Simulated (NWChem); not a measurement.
NiH$_{4}$O$_{2}$F$_{2}$, triplet; SMILES [OH2]->[Ni](<-[OH2])([F])[F]

```xyz
9

Ni     0.2837    -0.0145     0.0334
F      0.6262     1.5625    -0.8611
F      0.7275    -1.7182     0.5573
O     -1.2286    -1.1733    -0.7755
H     -0.6836    -1.8867    -0.3454
H     -1.1869    -1.3276    -1.7272
O     -0.7835     1.3857     1.0918
H     -1.7390     1.3464     0.9637
H     -0.4196     1.9761     0.3771
```
Atoms are numbered in this order, from 1.

All runs: NWChem. Spin-unrestricted. Structure relaxed at the PBE0/def2-SVP, spin-unrestricted level. Not confirmed as a minimum by frequencies. This spin state was assumed; another may lie lower. No stability test was run on the SCF state. Total energies compare along this basis series because the functional is fixed.

```json
[
 {"level": "UHF/pcseg-1", "basis functions": "107", "energy (Ha)": "-1857.6082", "highest occupied level (eV)": "-14.15", "lowest empty minus highest occupied level, either spin (eV)": "16.40", "dipole (D)": "3.54", "<S²>": "2.00"},
 {"level": "UHF/aug-pcseg-1", "basis functions": "175", "energy (Ha)": "-1857.6441", "highest occupied level (eV)": "-14.26", "lowest empty minus highest occupied level, either spin (eV)": "14.73", "dipole (D)": "3.43", "<S²>": "2.00"},
 {"level": "UHF/def2-SVP", "basis functions": "107", "energy (Ha)": "-1857.4208", "highest occupied level (eV)": "-13.91", "lowest empty minus highest occupied level, either spin (eV)": "15.99", "dipole (D)": "3.53", "<S²>": "2.00"}
]
```
